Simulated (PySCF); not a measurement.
C₂H₆ClFOSi. Atoms are numbered in the order given.

```xyz
12

C     -2.1004    -0.3460    -0.9145
C     -1.1473    -0.7940     0.1964
O     -1.3891    -0.1354     1.4327
Si     0.6604    -0.4496    -0.2606
F      1.6517    -0.9608     0.9326
Cl     0.9421     1.5849    -0.5161
H     -2.0267     0.7492    -1.0694
H     -3.1522    -0.5874    -0.6475
H     -1.8823    -0.8543    -1.8771
H     -1.2142    -1.9103     0.3018
H     -2.3145    -0.3159     1.6844
H      1.0614    -1.1592    -1.5165
```

Coordinates come from a PBE-D3(BJ)/def2-SVP optimisation. The structure was generated by enumeration; whether it is a known compound was not checked. The values are those of a single conformer.

All values below come from PBE-D3(BJ)/def2-SVP (PySCF).

Frequencies are harmonic and unscaled.

```csv
mode,ν (cm⁻¹),IR (km/mol),moving atoms (share of kinetic energy)
1,49,1.0,"O 34 %, C 22 %, H 16 %, F 14 %, Cl 13 %"
2,115,0.8,"Cl 42 %, C 19 %, H 16 %, O 8 %"
3,137,0.9,"O 40 %, F 29 %, H 13 %, C 11 %"
4,224,10.0,"F 45 %, H 21 %, Cl 18 %, C 9 %"
5,247,84.9,"H 72 %, F 8 %"
6,263,23.8,H 94 %
7,289,1.3,"C 25 %, F 22 %, H 20 %, Si 19 %, O 11 %"
8,380,47.2,"Si 38 %, O 21 %, C 19 %, H 13 %"
9,454,18.9,"C 43 %, H 26 %, O 21 %"
10,521,46.1,"Si 38 %, Cl 34 %, C 12 %, H 10 %"
11,618,16.1,"H 39 %, Si 26 %, C 25 %"
12,792,168.0,"H 79 %, Si 15 %"
13,799,32.6,"H 78 %, F 16 %"
14,877,30.0,"H 34 %, C 30 %, O 15 %, F 11 %, Si 10 %"
15,900,154.3,"Si 35 %, F 31 %, H 26 %"
16,960,19.8,"H 77 %, C 17 %"
17,1062,0.7,"C 61 %, H 36 %"
18,1086,85.0,"C 47 %, H 26 %, O 26 %"
19,1156,15.0,"H 86 %, C 11 %"
20,1272,15.2,"H 75 %, C 24 %"
21,1331,10.3,"H 72 %, C 26 %"
22,1340,2.4,"H 76 %, C 21 %"
23,1410,7.0,H 96 %
24,1424,7.0,H 93 %
25,2198,111.7,H 97 %
26,2854,47.1,H 93 %
27,2956,18.6,H 97 %
28,3039,17.4,"H 91 %, C 9 %"
29,3068,7.9,"H 91 %, C 9 %"
30,3675,14.8,H 94 %
```
